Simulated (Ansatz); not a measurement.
Two isomers of C3H6GaN: A = `[CH3][Ga]([CH3])[C]#N`, B = `C[CH]1C=[N][GaH]1`.

Computed with Ansatz on PBE0-D4/def2-TZVP structures; ΔE is electronic, products minus reactants. CBS: MP2 limit from def2 TZ/QZ plus the TZ coupled-cluster correction, frozen cores. Functionals use def2-TZVPP. B3LYP here is the variant with VWN-RPA as its local correlation; programs differ in this. For Ga outer-core shells are correlated without core-valence functions, which leaves a few kJ/mol of doubt a bond. Scalar relativity is left out up to krypton.

(1) Which is lower in electronic energy at CCSD(T)/CBS, and by how much? (An estimate is asked.)

(2) Give E(B) − E(A) in kcal/mol with CCSD/def2-TZVPP, PBE0-D4, B3LYP, PBE-D4, HF/def2-TZVPP, CCSD(T)/def2-TZVPP, B3LYP-D4. (An estimate is asked.)

Largest T1 diagnostic: 0.013.

Answers

(1) The calculation gave: A, by 41.0 kcal/mol.

(2) Ansatz gave: CCSD/def2-TZVPP 43.3, PBE0-D4 33.9, B3LYP 40.6, PBE-D4 33.0, HF/def2-TZVPP 47.5, CCSD(T)/def2-TZVPP 42.0, B3LYP-D4 39.1. None reverses the order clearly.

The D4 term adds −1.4 kcal/mol with B3LYP and −0.7 kcal/mol with PBE0; it sums over pairs of atoms, weighted by their polarisabilities, and B3LYP, whose exchange is more repulsive, gets the larger term. In def2-TZVPP, CCSD(T) changes the Hartree–Fock value by −5.5 kcal/mol (the triples alone add −1.3 kcal/mol) and MP2 by −4.3 kcal/mol.
